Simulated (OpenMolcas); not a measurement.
An OpenMolcas run meant for Se (ANO-RCC-VDZP, DKH4; inactive shells 1s 2s 2p 3s 3p 3d; intended active space 6 electrons in 8 orbitals (4s 4p 5s 5p)). One step of its input:

```
&CASPT2
Multistate=3 1 2 3
Frozen=23 26
IPEA=0.25
Imaginary=0.1
MaxIter=60
WThr=0.0 0.3 0.05
PrWF=0.5
NoMix
```

Lines from the output:

```
|       MOLCAS_SOURCE = <dir>
  |    MOLCAS_STRUCTURE = 0
  |
   --------------------------------------------------------------------------------------
++ ---------   Input file   ---------
>>> COPY JOB001 $Project.JobIph
&CASPT2
Multistate=3 1 2 3
Frozen=23 26
IPEA=0.25
Imaginary=0.1
MaxIter=60
WThr=0.0 0.3 0.05
PrWF=0.5
NoMix
-- ----------------------------------
>>> COPY JOB001 a.JobIph
*** symbolic link created: INPORB -> a.RasOrb
--- Start Module: caspt2 at  ---
()()()()()()()()()()()()()()()()()()()()()()()()()()()()()()()()()()()()()()()()()()()()()()()()()()
                                              &CASPT2
                                   only a single process is used
                       available to each process: 2.3 GB of memory, 1 thread
()()()()()()()()()()()()()()()()()()()()()()()()()()()()()()()()()()()()()()()()()()()()()()()()()()
 ###    WARNING: User changed nr of frozen orbitals.                         ###
 ###    ERROR: Too many frozen orbitals!                                     ###
--- Stop Module: caspt2 at  /rc=_RC_INPUT_ERROR_ ---
.####################.
.# User input error #.
.####################.
```

Problem. What is wrong with the input?

Solution. More orbitals are frozen than there are inactive ones.
